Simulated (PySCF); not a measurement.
One molecule, one basis, several functionals.

Compound: C3H7AlFN.
SMILES with atom numbers: `[CH3:1][C:2]#[N+:3][AlH2-:4][CH2:5][F:6]` (hydrogens: H7, H8, H9 on C1; H10, H11 on Al4; H12, H13 on C5)

Geometry (PBE0-D3(BJ)/def2-SVP, Å), atoms numbered from 1 in this order:
```
atom  x, y, z in Å
C1     2.9683    0.1158   -0.1233
C2     1.5661   -0.1535   -0.3467
N3     0.4511   -0.3763   -0.5312
Al4   -1.5141   -0.8138   -0.8489
C5    -2.3641    0.6918    0.1646
F6    -3.7507    0.5482    0.0434
H7     3.4342    0.4563   -1.0592
H8     3.4702   -0.8011    0.2181
H9     3.0818    0.8958    0.6433
H10   -1.5701   -2.2644   -0.1707
H11   -1.5542   -0.7118   -2.4473
H12   -2.1185    0.7001    1.2447
H13   -2.0938    1.6957   -0.2178
```

PySCF, pcSseg-1 basis, density fitting, gas phase, PBE0-D3(BJ)/def2-SVP geometry. One functional is left out:

```tsv
functional	exact exchange (%)	HOMO energy (eV)	LUMO energy (eV)	dipole moment (D)
B97-D	0	-5.23	-2.06	9.980
BLYP	0	-5.10	-1.98	9.858
BP86	0	-5.33	-2.19	9.895
LDA	0	-5.35	-2.28	9.922
OPBE	0	-5.19	-1.99	9.800
PBE	0	-5.22	-2.09	9.827
B3LYP	20	-6.37	-1.36	10.302
PBE0	25	-6.60	-1.10	10.359
mPW1PW91	25	-6.64	-1.13	10.385
BHandHLYP	50	-7.92	0.03	10.750
```

Task: Predict the row of B97-2 (21 % exact exchange) by straight lines through the other rows, and check it.

Result: 
| property | line | computed | computed − line | B3LYP (20 %), for comparison |
| --- | --- | --- | --- | --- |
| HOMO energy (eV) | -6.38 | -6.35 | +0.03 | -6.37 |
| LUMO energy (eV) | -1.24 | -1.18 | +0.06 | -1.36 |
| dipole moment (D) | 10.271 | 10.343 | +0.072 | 10.302 |

Task: Which of these properties follows the share of exact exchange most closely, and which least?

Result: Most closely the HOMO energy, least the dipole moment; the correlations over the tabulated rows are HOMO energy -0.997, LUMO energy 0.991, dipole moment 0.984. The HOMO energy moves by -0.542 eV for every 10 %. Functionals with the same share still differ in their other parts: at 0 % BLYP and LDA differ by 0.25 eV in it.
